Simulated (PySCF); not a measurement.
HFOSe (SMILES O[Se]F), singlet, at a GFN2-xTB geometry; BLYP/cc-pVDZ, TDA (PySCF).

Here is a job for PySCF.
```python
from pyscf import gto, scf, dft, tdscf

mol = gto.Mole()
mol.atom = '''
    Se    0.09634014   -0.00791666    0.40711553
    F    -0.08836816    1.36245012   -0.78926260
    O    -0.17139873   -1.31699401   -0.72908502
    H    -1.10906137   -1.45693277   -0.90588425
'''
mol.basis = 'cc-pvdz'
mol.verbose = 4
mol.build()

mf = dft.RKS(mol)
mf.xc = 'blyp'
mf.kernel()
td = mf.TDA()
td.nstates = 5
td.kernel()
td.analyze()
```

It wrote (shortened):

```
PySCF version 2.14.0

[INPUT] verbose = 4
[INPUT] num. atoms = 4
[INPUT] num. electrons = 52
[INPUT] charge = 0
[INPUT] spin (= nelec alpha-beta = 2S) = 0
[INPUT] symmetry False subgroup None
[INPUT] Mole.unit = angstrom
[INPUT] Symbol           X                Y                Z      unit          X                Y                Z       unit  Magmom
[INPUT]  1 Se     0.096340140000  -0.007916660000   0.407115530000 AA    0.182056479402  -0.014960319221   0.769336852757 Bohr   0.0
[INPUT]  2 F     -0.088368160000   1.362450120000  -0.789262600000 AA   -0.166991620532   2.574657585181  -1.491490154362 Bohr   0.0
[INPUT]  3 O     -0.171398730000  -1.316994010000  -0.729085020000 AA   -0.323896657798  -2.488757986593  -1.377771009323 Bohr   0.0
[INPUT]  4 H     -1.109061370000  -1.456932770000  -0.905884250000 AA   -2.095822244635  -2.753203917204  -1.711873133057 Bohr   0.0

nuclear repulsion = 198.641852770044
number of shells = 19
number of NR pGTOs = 136
number of NR cGTOs = 60
basis = cc-pvdz
ecp = {}

******** <class 'pyscf.dft.rks.RKS'> ********
method = RKS
initial guess = minao
damping factor = 0
level_shift factor = 0
DIIS = <class 'pyscf.scf.diis.CDIIS'>
diis_start_cycle = 1
diis_space = 8
diis_damp = 0
SCF conv_tol = 1e-09
SCF conv_tol_grad = None
SCF max_cycles = 50
direct_scf = True
direct_scf_tol = 1e-13
XC library pyscf.dft.libxc version 7.1.2
    S. Lehtola, C. Steigemann, M. J. T. Oliveira, and M. A. L. Marques,  SoftwareX 7, 1–5 (2018)
XC functionals = blyp
    A. D. Becke,  Phys. Rev. A 38, 3098 (1988)
    C. Lee, W. Yang, and R. G. Parr,  Phys. Rev. B 37, 785 (1988)
    B. Miehlich, A. Savin, H. Stoll, and H. Preuss,  Chem. Phys. Lett. 157, 200 (1989)
radial grids:
    Treutler-Ahlrichs [JCP 102, 346 (1995); DOI:10.1063/1.469408] (M4) radial grids

becke partition: Becke, JCP 88, 2547 (1988); DOI:10.1063/1.454033
pruning grids: <function nwchem_prune>
grids dens level: 3
symmetrized grids: False
atomic radii adjust function: <function treutler_atomic_radii_adjust>
small_rho_cutoff = 0
Set gradient conv threshold to 3.16228e-05
Initial guess from minao.
tot grids = 58576
init E= -2576.55985066559
  HOMO = -0.222546140383208  LUMO = -0.120602998071988  gap/eV = 2.77401
cycle= 1 E= -2576.98875106669  delta_E= -0.429  |g|= 0.996  |ddm|=    2
  HOMO = -0.098518662620378  LUMO = -0.0232274869898448  gap/eV = 2.04878
cycle= 2 E= -2575.79181213386  delta_E=  1.2  |g|= 2.52  |ddm|= 2.25
  HOMO = -0.167114861880237  LUMO = -0.0704501426570601  gap/eV = 2.63038
cycle= 3 E= -2577.16540579096  delta_E= -1.37  |g|= 0.186  |ddm|= 1.86
  HOMO = -0.191267172943271  LUMO = -0.0979536985303153  gap/eV = 2.53919
cycle= 4 E= -2577.16317023037  delta_E= 0.00224  |g|= 0.249  |ddm|= 0.375
  HOMO = -0.188870668633607  LUMO = -0.0933433822845604  gap/eV = 2.59943
cycle= 5 E= -2577.17478950272  delta_E= -0.0116  |g|= 0.0829  |ddm|= 0.214
  HOMO = -0.184296196319814  LUMO = -0.089084845093109  gap/eV = 2.59083
cycle= 6 E= -2577.17635103888  delta_E= -0.00156  |g|= 0.00691  |ddm|= 0.0693
  HOMO = -0.184484243152758  LUMO = -0.0892300575969767  gap/eV = 2.59200
cycle= 7 E= -2577.17636227349  delta_E= -1.12e-05  |g|= 0.00153  |ddm|= 0.00728
  HOMO = -0.184394089947641  LUMO = -0.0891668263654646  gap/eV = 2.59127
cycle= 8 E= -2577.17636295487  delta_E= -6.81e-07  |g|= 0.00023  |ddm|= 0.00209
  HOMO = -0.184404588685676  LUMO = -0.0891744663708498  gap/eV = 2.59134
cycle= 9 E= -2577.17636296855  delta_E= -1.37e-08  |g|= 2.94e-05  |ddm|= 0.00024
  HOMO = -0.18440616992109  LUMO = -0.0891752353590722  gap/eV = 2.59137
cycle= 10 E= -2577.17636296877  delta_E= -2.11e-10  |g|= 8.11e-06  |ddm|= 3.62e-05
  HOMO = -0.184405216537026  LUMO = -0.089174520058712  gap/eV = 2.59136
Extra cycle  E= -2577.17636296874  delta_E= 2.64e-11  |g|= 1.56e-05  |ddm|= 2.54e-05
converged SCF energy = -2577.17636296874

******** <class 'pyscf.tdscf.rks.TDA'> for <class 'pyscf.dft.rks.RKS'> ********
nstates = 5 singlet
deg_eia_thresh = 1.000e-03
wfnsym = None
conv_tol = 1e-05
eigh lindep = 1e-12
eigh level_shift = 0
eigh max_cycle = 100

Excitation energies (eV)
[3.04875472 4.19667736 5.95054303 6.34860427 6.40788241]

** Singlet excitation energies and oscillator strengths **
Excited State   1:      3.04875 eV    406.67 nm  f=0.0002
      26 -> 27       -0.70430
Excited State   2:      4.19668 eV    295.43 nm  f=0.0027
      26 -> 28        0.69900
Excited State   3:      5.95054 eV    208.36 nm  f=0.0082
      24 -> 27        0.37431
      24 -> 28        0.12119
      25 -> 27       -0.57597
Excited State   4:      6.34860 eV    195.29 nm  f=0.0057
      23 -> 27        0.33743
      24 -> 27        0.48170
      24 -> 28       -0.13754
      25 -> 27        0.23574
      25 -> 28        0.18889
      26 -> 29       -0.18301
Excited State   5:      6.40788 eV    193.49 nm  f=0.0099
      23 -> 27        0.12200
      24 -> 27        0.10314
      26 -> 29        0.67652

** Transition electric dipole moments (AU) **
state          X           Y           Z        Dip. S.      Osc.
  1        -0.0359      0.0305      0.0331      0.0033      0.0002
  2        -0.1551      0.0294      0.0350      0.0262      0.0027
  3         0.0812      0.1012      0.1993      0.0566      0.0082
  4         0.1055     -0.1585     -0.0164      0.0365      0.0057
  5        -0.0771     -0.1816     -0.1551      0.0630      0.0099

** Transition velocity dipole moments (imaginary part, AU) **
state          X           Y           Z        Dip. S.      Osc.
  1         0.0407     -0.0100     -0.0109      0.0019      0.0111
  2         0.0987     -0.0064     -0.0225      0.0103      0.0445
  3         0.0129      0.0026     -0.0019      0.0002      0.0005
  4         0.0418      0.0390      0.0059      0.0033      0.0094
  5         0.0174     -0.0093     -0.0217      0.0009      0.0024

** Transition magnetic dipole moments (imaginary part, AU) **
state          X           Y           Z
  1         0.2996      0.2861      0.9502
  2         0.0082      0.9117     -0.4363
  3         0.0014     -0.0512     -0.0489
  4        -0.4757     -0.0937     -0.0815
  5        -0.1012     -0.1497      0.1390
```
